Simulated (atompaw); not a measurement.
# u(r) = r·R(r): atom against pseudo-atom (V (Z = 23))

Columns: radius, all-electron u(r) and pseudo u(r) of the 3p shell (level -60.58 eV) of vanadium in the configuration [Ne] 3s2 3p6 3d3 4s0 4p0; PBE, scalar-relativistic, PAW (atompaw) scheme, atompaw 4.2.0.5.

```json
{"r (bohr)": "0.077", "all-electron": "-0.3358", "pseudo": "0.0308"}
{"r (bohr)": "0.154", "all-electron": "-0.5477", "pseudo": "0.1192"}
{"r (bohr)": "0.231", "all-electron": "-0.4461", "pseudo": "0.2536"}
{"r (bohr)": "0.308", "all-electron": "-0.1688", "pseudo": "0.4171"}
{"r (bohr)": "0.385", "all-electron": "0.1570", "pseudo": "0.5901"}
{"r (bohr)": "0.462", "all-electron": "0.4577", "pseudo": "0.7536"}
{"r (bohr)": "0.538", "all-electron": "0.6980", "pseudo": "0.8904"}
{"r (bohr)": "0.615", "all-electron": "0.8759", "pseudo": "0.9942"}
{"r (bohr)": "0.692", "all-electron": "0.9908", "pseudo": "1.0592"}
{"r (bohr)": "0.769", "all-electron": "1.0516", "pseudo": "1.0873"}
{"r (bohr)": "0.846", "all-electron": "1.0694", "pseudo": "1.0845"}
{"r (bohr)": "0.923", "all-electron": "1.0548", "pseudo": "1.0590"}
{"r (bohr)": "1.000", "all-electron": "1.0172", "pseudo": "1.0176"}
{"r (bohr)": "1.077", "all-electron": "0.9645", "pseudo": "0.9645"}
{"r (bohr)": "1.154", "all-electron": "0.9023", "pseudo": "0.9023"}
{"r (bohr)": "1.231", "all-electron": "0.8352", "pseudo": "0.8352"}
{"r (bohr)": "1.308", "all-electron": "0.7666", "pseudo": "0.7666"}
{"r (bohr)": "1.385", "all-electron": "0.6987", "pseudo": "0.6987"}
{"r (bohr)": "1.462", "all-electron": "0.6332", "pseudo": "0.6332"}
{"r (bohr)": "1.538", "all-electron": "0.5717", "pseudo": "0.5717"}
{"r (bohr)": "1.615", "all-electron": "0.5134", "pseudo": "0.5134"}
{"r (bohr)": "1.692", "all-electron": "0.4594", "pseudo": "0.4594"}
{"r (bohr)": "1.769", "all-electron": "0.4098", "pseudo": "0.4098"}
{"r (bohr)": "1.846", "all-electron": "0.3646", "pseudo": "0.3646"}
{"r (bohr)": "1.923", "all-electron": "0.3237", "pseudo": "0.3237"}
{"r (bohr)": "2.000", "all-electron": "0.2867", "pseudo": "0.2867"}
```

Problem. How many radial nodes do the two functions have?

Solution. The all-electron 3p function has n − l − 1 = 1; the pseudo-wave has 0, since the states of the same l below it are removed with the core.

Problem. At about which radius was the pseudo-wave matched?

Solution. 1.05 bohr, where the columns begin to agree (steps of 0.08 bohr).

Problem. Where does each function peak?

Solution. Outermost all-electron maximum near 0.85 bohr, pseudo maximum near 0.77 bohr (to the table’s step).

Problem. Is the pseudo-wave norm-conserving?

Solution. No, it belongs to a PAW set: the norm inside the radius is not constrained, and the difference is carried by the augmentation charge.
